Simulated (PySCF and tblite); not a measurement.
The numbers below are computed, except where a source is named.
Dynamics report: rotation

System: C4H4F3NO, numbered as in [O:1]=[CH:2][NH:3]/[CH:4]=[CH:5]\[C:6]([F:7])([F:8])[F:9].

Motion: rotation about the C4–N3 bond (torsion C5–C4–N3–C2 from 180° to 318°, rising). Geometries: GFN2-xTB; energies: PBE0/pcSseg-1 + D3(BJ); zero-point and thermal terms from GFN2-xTB harmonic modes (soft modes blended into free rotors). Rates follow Eyring's equation with the number of equivalent paths and no tunnelling. (PySCF 2.14 with density fitting, tblite 0.8.)

```csv
point,symmetry,E(GFN2) kcal/mol,E(DFT) kcal/mol,ZPE change kcal/mol,lowest mode cm⁻¹,dipole D
start,Cs,0.0,0.0,0.00,34,0.79
saddle,C1,11.7,12.0,-0.93,147i,4.10
end,C1,8.3,8.9,-0.06,76,5.57
```

* Electronic barrier: 12.0 kcal/mol
* Barrier with zero-point energy: 11.1 kcal/mol
* ΔH‡ (298 K): 10.9 kcal/mol
* ΔS‡ (298 K, symmetry apart): -1.2 cal/(mol K)
* Paths: 2 equivalent paths
* End point: a different minimum
* Mean lifetime of the start against this motion at 298 K: 13 µs
* Cost: 70 s on 1 thread of Arm Neoverse V2, shared host (rough), peak memory 0.8 GiB, launched as `OMP_NUM_THREADS=1 python ens_run.py task.json out`

```json
{"T/K": "150", "ΔG‡ kcal/mol": "11.1", "k s⁻¹": "0.00038", "ΔG kcal/mol": "9.0", "k back s⁻¹": "2.4×10⁹"}
{"T/K": "200", "ΔG‡ kcal/mol": "11.2", "k s⁻¹": "5.4", "ΔG kcal/mol": "9.0", "k back s⁻¹": "2×10¹⁰"}
{"T/K": "250", "ΔG‡ kcal/mol": "11.2", "k s⁻¹": "1770", "ΔG kcal/mol": "9.1", "k back s⁻¹": "7.6×10¹⁰"}
{"T/K": "298", "ΔG‡ kcal/mol": "11.2", "k s⁻¹": "7.6×10⁴", "ΔG kcal/mol": "9.1", "k back s⁻¹": "1.8×10¹¹"}
{"T/K": "350", "ΔG‡ kcal/mol": "11.2", "k s⁻¹": "1.4×10⁶", "ΔG kcal/mol": "9.1", "k back s⁻¹": "3.5×10¹¹"}
{"T/K": "400", "ΔG‡ kcal/mol": "11.3", "k s⁻¹": "1.2×10⁷", "ΔG kcal/mol": "9.2", "k back s⁻¹": "5.8×10¹¹"}
{"T/K": "500", "ΔG‡ kcal/mol": "11.4", "k s⁻¹": "2.2×10⁸", "ΔG kcal/mol": "9.2", "k back s⁻¹": "1.2×10¹²"}
```

ΔG and ΔG‡ leave out symmetry numbers and mirror images; rates count paths: 2 out, 1 back.
